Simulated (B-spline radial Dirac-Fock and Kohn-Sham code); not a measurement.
**Core-level shifts of titanium with charge state**

These are calculated numbers from a B-spline atomic structure program; the model is ΔSCF Dirac-Fock with Breit, self-energy and vacuum polarisation, finite nucleus, configuration average. Each ion is free and in its tabulated ground configuration. The model has no electron correlation.

Reference: Ti⁸⁺, [Ne] 3s2 3p2, with 1s 5164.3 eV, 2s 752.9 eV. Shifts from it, in eV (a dash: the subshell is empty, belongs to an open shell averaged over j, or its hole state is left out as unreliable):

```tsv
ion	configuration	1s	2s
Ti⁹⁺	[Ne] 3s2 3p1	+36.8	+33.0
Ti¹⁰⁺	[Ne] 3s2	+75.4	+67.4
Ti¹¹⁺	[Ne] 3s1	–	–
Ti¹²⁺	[He] 2s2 2p6	+155.0	+137.1
Ti¹³⁺	[He] 2s2 2p5	+260.9	+206.6
Ti¹⁴⁺	[He] 2s2 2p4	+371.2	+278.4
Ti¹⁵⁺	[He] 2s2 2p3	+485.9	+352.3
Ti¹⁶⁺	[He] 2s2 2p2	+604.8	+428.4
```
